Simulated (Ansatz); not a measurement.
A search over several starts for the lowest SCF solution of the cluster CsF2⁻ at the given spin, in a small basis.

```yaml
crystal:
  periodic: [false, false, false]
  atoms:
    - {symbol: Cs, position_ang: [0.264905, 0.452439, -0.079273]}
    - {symbol: F, position_ang: [-1.465730, 0.191000, -2.034223]}
    - {symbol: F, position_ang: [1.200835, -0.643440, 2.113497]}
basis:
  gaussian: {orbitals: def2-SVP}
total_charge: -1
magnetization: {spin_polarized: true, initial_magnetization: 0}
hamiltonian: {xc: pbe0, dispersion: d4}
output: {orbitals: {seedname: orbitals}}
```

```sh
$ ansatz run in.yaml --threads 4 --pin off --events-out ev --progress --plain --max-ram 3916MiB
```

Output, abridged:

```
Functional definition: PBE0
486 factors; integrals over basis functions are off by at most 6.1e-4 eV
mean field evaluation 1: about -5974.5355 eV, gradient 4.4e0 eV
mean field evaluation 2: about -5974.6683 eV, gradient 1.4e0 eV
mean field evaluation 4: about -5974.6747 eV, gradient 7.7e-2 eV
mean field evaluation 8: about -5974.7698 eV, gradient 8.3e-3 eV
mean field -5974.76975282 eV, -219.5687385717 hartree, gradient 5.7e-5 eV, S^2 0.000000; 0 other end points of the search recorded, 0 dependent functions left out
reference -5974.76978964 eV, -219.5687399247 hartree; 14, 14 occupied and 38, 38 virtual orbitals, 486 factors
Total energy: -5974.79087438 eV, -219.5695147747 hartree
```

Hardware: 4 threads of Intel Xeon on a shared host. Wall time 2.6 s.

In the def2 sets Cs takes a core potential; there is no spin–orbit coupling. The structure comes from a short search, and lower isomers may exist.
